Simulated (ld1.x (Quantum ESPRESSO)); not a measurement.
# u(r) = r·R(r): atom against pseudo-atom (cadmium (Cd))

Columns: radius, all-electron u(r) and pseudo u(r) of the 4p shell (level -85.90 eV) of cadmium in the configuration [Ar] 3d10 4s2 4p6 4d10 5s0 5p0; PBE, scalar-relativistic, RRKJ scheme, ld1.x (Quantum ESPRESSO) 7.5.

```tsv
r (bohr)	all-electron	pseudo
0.082	0.3868	0.0283
0.165	-0.2461	0.1111
0.248	-0.6287	0.2391
0.330	-0.4969	0.3958
0.413	-0.0942	0.5680
0.495	0.3461	0.7343
0.578	0.7164	0.8829
0.660	0.9698	0.9982
0.742	1.1137	1.0745
0.825	1.1675	1.1094
0.908	1.1542	1.1039
0.990	1.0972	1.0640
1.072	1.0147	0.9979
1.155	0.9184	0.9132
1.238	0.8183	0.8191
1.320	0.7216	0.7241
1.402	0.6305	0.6325
1.485	0.5459	0.5468
1.568	0.4698	0.4699
1.650	0.4030	0.4030
1.733	0.3436	0.3436
1.815	0.2925	0.2925
1.898	0.2477	0.2477
1.980	0.2097	0.2097
2.062	0.1772	0.1772
2.145	0.1490	0.1490
```

How many radial nodes do the two functions have?

The all-electron 4p function has n − l − 1 = 2; the pseudo-wave has 0, since the states of the same l below it are removed with the core.

At about which radius was the pseudo-wave matched?

1.65 bohr, where the columns begin to agree (steps of 0.08 bohr).

Where does each function peak?

Outermost all-electron maximum near 0.82 bohr, pseudo maximum near 0.82 bohr (to the table’s step).

Is the pseudo-wave norm-conserving?

Yes: the RRKJ scheme keeps the norm inside the radius equal to the all-electron one, which fixes the energy derivative of the logarithmic derivative at the level.
